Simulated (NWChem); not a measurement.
C3HCl2F; SMILES FC=C=C(Cl)Cl

All runs: NWChem. Coordinates come from a PBE0/def2-SVP optimisation. Total energies compare along this basis series because the functional is fixed.

```csv
level,basis functions,energy (Ha),highest occupied level (eV),orbital gap (eV),dipole (D)
B3LYP/pcseg-1,97,-1135.0293,-7.74,[?],[?]
B3LYP/aug-pcseg-1,155,-1135.0419,-7.74,6.21,1.27
B3LYP/pcseg-2,202,-1135.2397,-7.70,6.25,1.31
B3LYP/STO-3G,39,-1122.1471,-5.64,6.96,2.37
B3LYP/def2-SVP,97,-1134.6468,-7.43,6.37,1.20
```

### Question
Some entries are withheld; supply them.

### Answer

- B3LYP/pcseg-1, orbital gap (eV): 6.32
- B3LYP/pcseg-1, dipole (D): 1.39
